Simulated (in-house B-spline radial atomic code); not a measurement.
Inner-shell binding energies (edges) and X-ray emission energies of free atoms and ions, as differences of relaxed hole-state energies with first-order Breit, QED and recoil terms, without correlation or multiplet splittings, in NIST's listed ground configurations. For neutral atoms such line energies lie within some 1 to 5 eV of tabulated X-ray lines (up to 20 eV for the heaviest). Removing outer electrons raises all edges nearly alike, so lines move far less than edges. K = 1s, L1 = 2s. A dash marks a subshell that is part filled or wasn't run, or a line left out. Computed with a B-spline radial code for spherical atoms: Dirac-Hartree-Fock, average of the configuration, finite nuclei.

```csv
ion,configuration,K edge (eV),L1 edge (eV)
Ar,[Ne] 3s2 3p6,3205.79,327.02
Ar+,[Ne] 3s2 3p5,3221.8,342.45
Ar2+,[Ne] 3s2 3p4,3240.1,359.86
Ar3+,[Ne] 3s2 3p3,?,?
Ar4+,[Ne] 3s2 3p2,?,?
Ar5+,[Ne] 3s2 3p1,3307.69,422.61
Ar6+,[Ne] 3s2,3334.25,446.75
```

**Question.** Fill in the row of Ar3+.

**Answer.** K edge (eV): 3260.56; L1 edge (eV): 379.09.

**Question.** Fill in the row of Ar4+.

**Answer.** K edge (eV): 3283.11; L1 edge (eV): 400.03.
